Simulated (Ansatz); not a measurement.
A structure relaxed at PBE-D4/def2-SVP in Ansatz, charge 0, singlet:

Cartesian coordinates in Å:
```
Ge -2.3779 -3.0141 1.0437
Ge 1.4283 0.0555 3.7116
Ge 0.1055 -3.3885 -2.0774
Ge 3.9261 -0.3175 0.5742
Ge -3.8289 -3.0780 -2.6741
Ge -3.9229 0.3270 -0.5879
Ge -1.4452 -0.0523 -3.7113
Ge -0.0005 0.0027 0.0001
Ge -0.1029 3.3852 2.0956
Ge 2.3883 3.0059 -1.0476
Ge 3.8306 3.0753 2.6745
Ge -2.0988 -3.9726 -1.1902
Ge 1.7300 -0.8984 1.4801
Ge -2.2036 -0.5792 0.8967
Ge 1.6296 2.4900 3.5734
Ge 0.2838 -0.9546 -2.2357
Ge 4.1171 2.1181 0.4391
Ge -3.6459 -0.6406 -2.8181
Ge 0.1885 2.4401 -0.1412
H -1.2731 -3.5580 1.9976
H -3.7634 -3.4246 1.6269
H 2.4958 -0.5115 4.6951
H 0.0200 -0.3302 4.2543
H 1.2193 -3.9317 -1.1336
H 0.3016 -4.0395 -3.4795
H 5.0560 -0.8873 1.4836
H 4.0863 -0.9433 -0.8432
H -5.2374 -3.4698 -2.1353
H -3.6733 -3.6993 -4.0945
H -5.3431 -0.0032 -0.0383
H -3.7825 1.8767 -0.6605
H -1.2859 -0.6316 -5.1492
H -1.3014 1.4964 -3.7967
H -1.5135 3.0083 2.6384
H -0.0048 4.9396 2.0454
H 2.5397 2.3853 -2.4683
H 2.5421 4.5510 -1.1774
H 4.9461 2.5403 3.6217
H 3.9702 4.6255 2.6029
H -2.2367 -5.5248 -1.1132
H 1.5698 -2.4499 1.5368
H -2.3397 0.0522 2.3176
H 1.4729 3.1087 4.9971
H 1.6972 -0.5567 -2.7649
H 5.5263 2.5020 -0.1094
H -4.7578 -0.0943 -3.7665
H -0.9318 2.9655 -1.0926
```

**Question.** Give its formula and point group.

**Answer.** Ge19H28, a nanocrystal cut from cubic germanium. Point group D2d (tolerance 0.1 Å).

**Question.** Summarise the bond lengths by kind (pairs closer than 1.2 times the sum of covalent radii, bridged metal pairs left out).

**Answer.** 24 × Ge–Ge 2.45 Å; 28 × Ge–H 1.56 Å.

Single mean-field runs in def2-SVP are fitted with def2-universal-jkfit.
